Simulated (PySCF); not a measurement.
# Energy of Mo⁺ (molybdenum, charge +1) between two integer charges

The 4d alpha orbital of [Kr] 4d5 is emptied in steps (occupation f), with all orbitals relaxed, ending at [Kr] 4d4. Calculation: PySCF 2.14, in x2c-TZVPall; the spin-free X2C one-electron Hamiltonian (Gaussian nucleus). The exact energy is a straight line in f; departures are measured from the line between the end points of the same method.

Q: Among UHF, LDA, PBE, which shows the largest delocalisation error (convex curve), and which is closest to linear?

A: Most convex: LDA (-1.320 eV at f = 0.5); closest to linear: UHF (0.287 eV).

| f | UHF (eV) | LDA (eV) | PBE (eV) |
| --- | --- | --- | --- |
| 1 | 0.000 | 0.000 | 0.000 |
| 0.9 | 0.111 | -0.466 | -0.457 |
| 0.7 | 0.249 | -1.099 | -1.075 |
| 0.5 | 0.287 | -1.320 | -1.289 |
| 0.3 | 0.233 | -1.118 | -1.090 |
| 0.1 | 0.097 | -0.483 | -0.470 |
| 0 | 0.000 | 0.000 | 0.000 |

```csv
method,E(f=0) − E(f=1) (eV),−ε at f=1 (eV),−ε at f=0.5 (eV)
UHF,15.114,16.366,15.067
LDA,16.714,11.562,16.656
PBE,16.487,11.437,16.441
```

Reference removal energy between the ground levels: 16.16 ± 0.12 eV (semi-empirical (NIST evaluation); NIST Atomic Spectra Database, ionization energies). The calculation has no spin-orbit coupling. The determinant left behind need not be the lowest term of the ion. UHF lacks correlation.
